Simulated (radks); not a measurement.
Neutral technetium inside a hard spherical wall (all orbitals vanish at R), configuration held at [Kr] 4d5 5s2 and not refilled when levels cross. Calculated with a radial shooting solver on a logarithmic mesh with Libxc functionals: scalar-relativistic Kohn-Sham, LDA (Slater exchange, VWN5 correlation), spin-polarised, spherical densities, finite nucleus; open shells are filled with parallel spins first (spin-orbit coupling, left out, can overturn this in heavy ions); Fermi nuclear charge, rms radius 4.4112 fm. Eigenvalues in eV for spin up, with the zero of energy where the potential of the charges vanishes at infinity; a dash marks a level that is unbound or too diffuse for the functional's potential to be trusted. A positive occupied level is held by the wall or, in an anion where self-interaction has pushed it up, behind a barrier. The pressure on the wall is -dE/dV.

| R (bohr) | E (hartree) | kinetic (hartree) | e(4s) | e(4p) | e(4d) | e(5s) | e(5p, empty) | e(6s, empty) | pressure (GPa) |
|---|---|---|---|---|---|---|---|---|---|
| free | -4281.34699 | 4419.403 | -74.338 | -46.442 | -7.874 | -5.752 | -1.750 | -0.065 | 0 |
| 15 | -4281.34699 | 4419.403 | -74.338 | -46.442 | -7.874 | -5.752 | -1.747 | 0.267 | < 0.0001 |
| 12 | -4281.34694 | 4419.403 | -74.333 | -46.436 | -7.868 | -5.747 | -1.727 | 0.778 | 0.000991 |
| 8 | -4281.34188 | 4419.444 | -74.085 | -46.189 | -7.633 | -5.533 | -1.255 | 4.213 | 0.211 |
| 6 | -4281.29779 | 4419.694 | -73.006 | -45.122 | -6.643 | -4.441 | 0.589 | 12.294 | 3.68 |
| 4 | -4280.77943 | 4421.885 | -67.350 | -39.654 | -1.442 | 3.510 | 11.699 | 47.990 | 111 |
| 2 | -4265.37051 | 4474.106 | -19.915 | 9.247 | 56.398 | 137.99 | 163.51 | 385.52 | 20600 |
| 1.5 | -4227.80561 | 4581.376 | 53.759 | 90.263 | 150.32 | 372.76 | 405.81 | 856.13 | 149000 |
